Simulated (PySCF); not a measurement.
## Structure elucidation problem

The spectra below were simulated for a compound CH3BF2.

¹H NMR (300 MHz, computed): δ 0.42 (t, J = 7.8 Hz, 3H).

¹³C{¹H} NMR (computed): δ -5.6 (CH3, t, J = 34.5 Hz).

How the numbers were obtained: shieldings: GIAO KT3/pcSseg-2, B3LYP/pcJ-1 coupling constants, geometry: PBE0-D3(BJ)/def2-SVP, in PySCF 2.14 (no solvent, no relativistic terms, one computed conformer, rapidly exchanging positions averaged).

Chemical shifts δ = σref − σ; ¹H (31.35 ppm), ¹³C (181.31 ppm) vs TMS, all at this level.

Deduce the structure.

Answers


- Carbon types of the structure: 1 × CH3, which accounts for all hydrogens.
- δC -5.6: methyl carbon bonded to B.
- δH 0.42: hydrogen on a methyl carbon bonded to B.

Structure: `CB(F)F`.

A carbon bonded to boron is broadened by the quadrupolar boron nucleus and is often missing from a measured spectrum. Multiplet labels drop couplings under 1 Hz and merge nearly equal ones. Shifts are as computed, not scaled to solution data. Of 1211 compounds with measured shifts, 218 miss one by over three times the rms of a fit or turn the order of signals round; such compounds aren't used in these exercises.
